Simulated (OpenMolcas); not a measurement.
Mo3+.

* Program: OpenMolcas 26.06
* Basis: ANO-RCC-VQZP [8s7p5d3f2g1h]
* Scalar Hamiltonian: DKH2, point nucleus
* Active space: 3 electrons in 10 orbitals (4d 5d)
* State averaging: 2S+1 = 4 even, 10 roots; 2S+1 = 2 even, 40 roots
* Spin-orbit coupling: state interaction with AMFI integrals over the reference wave functions, term energies averaged over their components

Two sets of levels on these reference wave functions, in eV above 4d³ ⁴F_3/2: one from CASSCF and one from MS-CASPT2, IPEA 0.25 Eh, imaginary shift 0.1 Eh (closed shells correlated: 4s 4p).

```
               Level   Set 1   Set 2
          4d³ ⁴F_3/2  0.0000  0.0000
          4d³ ⁴F_5/2  0.0944  0.0918
          4d³ ⁴F_7/2  0.2133  0.2102
          4d³ ⁴F_9/2   0.348   0.348
          4d³ ⁴P_1/2   1.300   1.616
          4d³ ⁴P_3/2   1.292   1.629
          4d³ ²G_7/2   1.424   1.746
          4d³ ⁴P_5/2   1.463   1.764
          4d³ ²G_9/2   1.520   1.836
          4d³ ²P_1/2   1.712   2.280
          4d³ ²H_9/2   2.005   2.316
         4d³ ²H_11/2   2.058   2.368
       4d³ ²D_5/2(1)   2.110   2.580
4d³ ²D_3/2(1) [54 %]   2.098   2.612
          4d³ ²F_7/2   3.132   3.791
          4d³ ²F_5/2   3.173   3.833
```

Which set is which?

Set 1 is MS-CASPT2. Its levels of the other terms of 4d³ lie at 0.75 to 0.87 of the other set's values, as expected, since terms of lower spin or lower L gain more correlation energy than the Hund ground term. Against 14 measured levels (Sugar and Musgrove, J. Phys. Chem. Ref. Data 17, 155 (1988)) the mean absolute deviation is 200 cm-1 with it and 2700 cm-1 without; single levels miss by up to 540 cm-1 with it.

Term energies are means over components that CASPT2 splits; among the terms shown or strongly mixed into the levels shown the widest spread is 650 cm-1 (4d³ ⁴F, MS-CASPT2). Active for correlation alone: 5d; no level in the range computed is led by a configuration that fills it, so any true level of that kind is missing. Without dynamic correlation excited terms often stand tens of per cent too high (terms of higher spin than the ground term too low), and those without a measured partner can miss by more than the paired ones (holds for CASSCF). The CASPT2 spread within a term exceeds the gap to the next term for 4d³ ²H and 4d³ ²D(1), so the order of their levels is uncertain (holds for MS-CASPT2). Computed and measured levels are paired by configuration, term and J; levels that our copy of the source lacks, or whose pairing is in doubt (as where it misses far off the trend of its configuration), stay unpaired and out of the deviations. Levels of configurations outside the active space are missing. Levels that lie high or do not pair safely by name in every column are left out.

A share in square brackets marks a mixed level and gives the weight of the term that names it, the lowest over the columns. A number in round brackets counts repeated terms of one configuration in the order of the reference energies.
